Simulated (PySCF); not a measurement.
Compound: C6H9FOSi.
Structure used (PBE0-D3(BJ)/def2-SVP), in Å, numbered top down from 1:
```
atom  x, y, z in Å
C1     3.2095    0.4207    0.2442
C2     2.0078   -0.3225   -0.2869
O3     0.8776   -0.0032    0.4951
Si4   -0.6188   -0.6935    0.3178
C5    -1.9171    0.0592    1.4140
C6    -2.8867    0.5403    0.6056
C7    -2.7167    0.4241   -0.8615
C8    -1.5720   -0.1680   -1.2413
F9    -1.2322   -0.3697   -2.5121
H10    4.1055    0.1871   -0.3507
H11    3.0368    1.5064    0.2055
H12    3.4015    0.1426    1.2911
H13    1.8257   -0.0498   -1.3437
H14    2.1924   -1.4144   -0.2650
H15   -0.4972   -2.1830    0.3804
H16   -1.9814    0.1200    2.5013
H17   -3.7951    1.0191    0.9889
H18   -3.4711    0.7973   -1.5597
```

The closed-shell ground state was solved at several levels (PySCF, density fitting, gas phase, non-relativistic).

```json
{"level": "B3LYP/def2-SVPD", "basis functions": "262", "total energy (Eh)": "-698.2564", "HOMO (eV)": "-6.46", "LUMO (eV)": "-1.93", "gap (eV)": "4.53", "dipole (D)": "0.53"}
{"level": "PBE0/pcSseg-1", "basis functions": "205", "total energy (Eh)": "-697.9681", "HOMO (eV)": "-6.65", "LUMO (eV)": "-1.71", "gap (eV)": "4.94", "dipole (D)": "0.48"}
```

Problem. What might HF/pcSseg-1 (205 basis functions) give for the same quantities?

Solution. Total energy -695.5920 Eh, HOMO -8.82 eV, LUMO 1.96 eV, gap 10.78 eV, dipole 0.70 D.

Problem. Over all these levels, which gives the widest orbital gap and which the narrowest?

Solution. HF/pcSseg-1 (Hartree–Fock, all exact exchange) has the widest, 10.78 eV, and B3LYP/def2-SVPD (global hybrid, 20 % exact exchange) the narrowest, 4.53 eV. Functional and basis both differ between the two, so the spread mixes both effects. The HOMO need not be the same orbital at Hartree–Fock and at DFT levels.

Problem. How far do the dipole and the HOMO energy spread over the levels?

Solution. The dipole runs from 0.48 to 0.70 D (mean 0.57 D) and the HOMO from -8.82 to -6.46 eV.

One conformer stands for the species.
